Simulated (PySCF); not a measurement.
F5Te, SMILES F[Te](F)(F)(F)F, multiplicity 2. Coordinates come from a PBE-D3(BJ)/def2-SVP optimisation. The isomer is the one that the SMILES or the coordinates give; other isomers of the formula were not compared. The def2 effective core potentials stand for the cores of Te; spin–orbit coupling is left out.

Calculation: PBE-D3(BJ)/def2-SVP (PySCF 2.14.0).

Harmonic wavenumbers (cm⁻¹): 106, 171, 171, 195, 231, 242, 242, 560, 560, 585, 585, 660. Rotational constants (GHz): 2.405, 2.405, 1.731; symmetry number 4.

Work out the zero-point energy and the ideal-gas rigid-rotor harmonic-oscillator thermochemistry at 298.15 K and 1 atm.

ZPE = ½ Σ hcν = ½ × 4308 cm⁻¹ = 25.77 kJ/mol. H − E(el) = 48.42 kJ/mol. Entropy in J/(mol K): translation 176.16, rotation 105.06, vibration 76.05, spin 5.76, total 363.03. G − E(el) = -59.82 kJ/mol. Cp = 109.25 J/(mol K). Modes under 150 cm⁻¹ make the vibrational entropy uncertain.
